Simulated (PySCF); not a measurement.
## Correlation energy of Ge (germanium, neutral)

[Ar] 3d10 4s2 4p1 4d1, one real determinant (an excited configuration). All numbers are calculated (PySCF 2.14, the spin-free X2C one-electron Hamiltonian (Gaussian nucleus), in aug-cc-pVQZ-DK (8s7p5d3f2g, 93 functions)). Frozen: [Ar] 3d10; 4 electrons correlated.

| level | correlation energy (mhartree) |
| --- | --- |
| CCSD | -67.49 |
| (T) | -5.25 |
| CCSD(T) | -72.74 |

Diagnostics: T1 = 0.049, D1 = 0.1361, largest double amplitude 0.260.

Question: Is a single reference adequate?

Answer: Not fully. The real determinant used has ⟨L²⟩ near 8 against 12 for a pure F term, so it mixes terms. The outer electron is Rydberg-like, and this basis confines it to a smaller radius and binds it less than a complete one would. T1 exceeds 0.03, a sign that the reference determinant is poor. A double-excitation amplitude exceeds 0.15, a sign of near-degeneracy.

The reference is one real determinant that mixes LS terms of this configuration.
